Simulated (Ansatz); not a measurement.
PBE exchange is replaced step by step with exact exchange (0 % is PBE, 25 % PBE0; no dispersion term), basis def2-TZVP, Ansatz. System: the cluster Ti2F2 (the lowest singlet isomer of a short search). Total charge 0; singlet. Geometry: r2SCAN-D4/def2-SVP.

Geometry of the singlet:

```csv
atom,x (Å),y (Å),z (Å)
Ti1,0.582,0.955,0.243
Ti2,0.542,-1.004,0.085
F3,-0.916,-0.064,1.037
F4,-0.207,0.114,-1.365
```

The restricted singlet is unstable towards broken spin symmetry at other levels; at PBE with 5 % exact exchange/def2-TZVP, PBE with 10 % exact exchange/def2-TZVP, PBE with 15 % exact exchange/def2-TZVP, PBE with 35 % exact exchange/def2-TZVP and others this wasn't settled. At PBE0-D4/def2-TZVP the restricted singlet is unstable: a solution with broken spin symmetry lies lower. The geometry of the singlet was relaxed on an unsound state (restricted singlet, unstable towards broken spin symmetry at other levels and untested here). The order of the spin states hangs on the level: the quintet lies 0.18 eV below the singlet at PBE0-D4/def2-TZVP, but 0.51 eV above it at PBE-D4/def2-TZVP. The singlet is doubtful at PBE0-D4/def2-TZVP (restricted singlet, unstable towards broken spin symmetry). The structure comes from a short search, and lower isomers may exist.

```json
{"exact exchange (%)": "0", "HOMO (eV)": "-3.42", "LUMO (eV)": "-2.53", "gap (eV)": "0.88"}
{"exact exchange (%)": "5", "HOMO (eV)": "-3.62", "LUMO (eV)": "-2.30", "gap (eV)": "1.32"}
{"exact exchange (%)": "10", "HOMO (eV)": "-3.83", "LUMO (eV)": "-2.09", "gap (eV)": "1.75"}
{"exact exchange (%)": "15", "HOMO (eV)": "-4.04", "LUMO (eV)": "-1.88", "gap (eV)": "2.16"}
{"exact exchange (%)": "35", "HOMO (eV)": "-4.76", "LUMO (eV)": "-1.34", "gap (eV)": "3.42"}
{"exact exchange (%)": "50", "HOMO (eV)": "-5.21", "LUMO (eV)": "-1.06", "gap (eV)": "4.14"}
```

Estimate the row for 25 %.


| exact exchange (%) | HOMO (eV) | LUMO (eV) | gap (eV) |
| --- | --- | --- | --- |
| 25 | -4.45 | -1.52 | 2.93 |
